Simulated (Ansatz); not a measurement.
Program: Ansatz 0.2.0.

GaH$_{6}$NOSi, SMILES `N[SiH](O)[GaH2]`. Charge 0, multiplicity 1. All single points use the PBE0-D4/def2-TZVP geometry. It is one conformer, not always the lowest.

```xyz
10

N    -0.457   -1.194   -1.041
Si   -0.170    0.370   -0.397
O     1.253    1.112   -0.828
Ga    0.007    0.209    1.999
H    -0.917   -1.334   -1.926
H     0.098   -1.991   -0.776
H    -1.306    1.174   -0.937
H     1.348    1.405   -1.736
H     0.874   -0.937    2.653
H    -0.729    1.187    2.990
```

**Question.** What is the dipole moment at ωB97M-V/def2-TZVPP? (Best estimate.)

**Answer.** The calculation gave: 2.48 D, with components (-0.20, -0.83, -2.33) D in this frame, pointing from negative to positive charge.

**Question.** And with PBE, r2SCAN, B3LYP? (Best estimate.)

**Answer.** The calculation gave: PBE 2.52 D, r2SCAN 2.56 D, B3LYP 2.51 D.

**Question.** Give the Mulliken charges with ωB97M-V, PBE, r2SCAN in def2-TZVPP. (Estimate.)

**Answer.** The calculation gave: 
```csv
atom,ωB97M-V,PBE,r2SCAN
N1,-0.36,-0.37,-0.45
Si2,0.36,0.32,0.42
O3,-0.37,-0.35,-0.41
Ga4,0.12,0.12,0.21
H5,0.12,0.15,0.16
H6,0.12,0.16,0.16
H7,-0.07,-0.10,-0.12
H8,0.17,0.18,0.19
H9,-0.04,-0.05,-0.08
H10,-0.04,-0.05,-0.08
```

B3LYP here is the variant with VWN-RPA as its local correlation; programs differ in this.
